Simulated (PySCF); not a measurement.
aminoborane (BH4N), SMILES BN. Atoms are numbered in the order given.

```xyz
6

B      0.0000     0.0000    -0.7773
N      0.0000     0.0000     0.6103
H      0.0000    -1.0429    -1.3562
H      0.0000     1.0429    -1.3562
H      0.0000     0.8414     1.1633
H      0.0000    -0.8414     1.1633
```

Coordinates come from a B3LYP-D3(BJ)/def2-TZVP optimisation.

All values below come from PBE/def2-TZVPD run with PySCF.

Mulliken values depend strongly on the basis, most of all with diffuse functions as here. ESP charges are fitted to the potential on shells at 1.4 to 2.0 van der Waals radii. Atomic charges (e):

| atom | ESP fit | Mulliken | IAO |
|---|---|---|---|
| B1 | 0.29 | -0.13 | (withheld) |
| N2 | -0.82 | -0.20 | (withheld) |
| H3 | -0.10 | 0.00 | (withheld) |
| H4 | -0.10 | 0.00 | (withheld) |
| H5 | 0.37 | 0.17 | (withheld) |
| H6 | 0.37 | 0.17 | (withheld) |

Question: What belongs in the gaps? (The exact figures need the calculation; the answer reports its results.)

Answer: 
- B1, IAO: -0.05
- N2, IAO: -0.51
- H3, IAO: 0.00
- H4, IAO: 0.00
- H5, IAO: 0.28
- H6, IAO: 0.28
